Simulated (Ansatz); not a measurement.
A run for Ansatz (an electronic-structure program): R-B3LYP/def2-TZVPP on Ge2H6 (SMILES [GeH3][GeH3]).

Ansatz 0.2 input:
```yaml
crystal:
  periodic: [false, false, false]
  atoms:
    - {symbol: Ge, position_ang: [0.00000400, -0.00000000, 1.21772731]}
    - {symbol: Ge, position_ang: [-0.00000400, -0.00000000, -1.21772731]}
    - {symbol: H, position_ang: [1.44242003, -0.00000000, 1.75445164]}
    - {symbol: H, position_ang: [-0.72120890, 1.24916929, 1.75444585]}
    - {symbol: H, position_ang: [-0.72120889, -1.24916929, 1.75444585]}
    - {symbol: H, position_ang: [0.72120890, 1.24916929, -1.75444585]}
    - {symbol: H, position_ang: [-1.44242003, 0.00000000, -1.75445164]}
    - {symbol: H, position_ang: [0.72120890, -1.24916929, -1.75444585]}
basis:
  gaussian:
    orbitals: def2-TZVPP
hamiltonian:
  xc: {name: B3LYP}
scf: {lower_state_search: off}
```

It printed:

```
WARN ansatz: RAYON_NUM_THREADS=4 ignored (pool sized by the plan → 4); use --threads N
Functional definition: B3LYP
these checks for a lower state are left out or cut short: stability, starts, cluster_reference, orbital_swaps, neighbouring_geometries, increment
integrals: 0.10 GiB planned
1132 factors; their error is unknown
mean field: 0.92 GiB planned
mean field evaluation 1: about -113135.8150 eV, gradient 2.6e1 eV
mean field evaluation 2: about -113136.1532 eV, gradient 2.6e1 eV
mean field evaluation 4: about -113136.5473 eV, gradient 4.1e-1 eV
mean field evaluation 8: about -113136.9725 eV, gradient 4.2e-3 eV
mean field -113136.97245955 eV, -4157.7070508942 hartree, gradient 3.5e-6 eV, S^2 0.000000; 0 other end points of the search recorded, 0 dependent functions left out
reference -113136.97273427 eV, -4157.7070609899 hartree; 35, 35 occupied and 145, 145 virtual orbitals, 1132 factors
Total energy: -113136.97273427 eV, -4157.7070609899 hartree
Checks for a lower state left out: stability, starts, cluster_reference, orbital_swaps, neighbouring_geometries, increment
```

Self-consistency was reached.

Cost: very roughly 2.8 core-seconds.
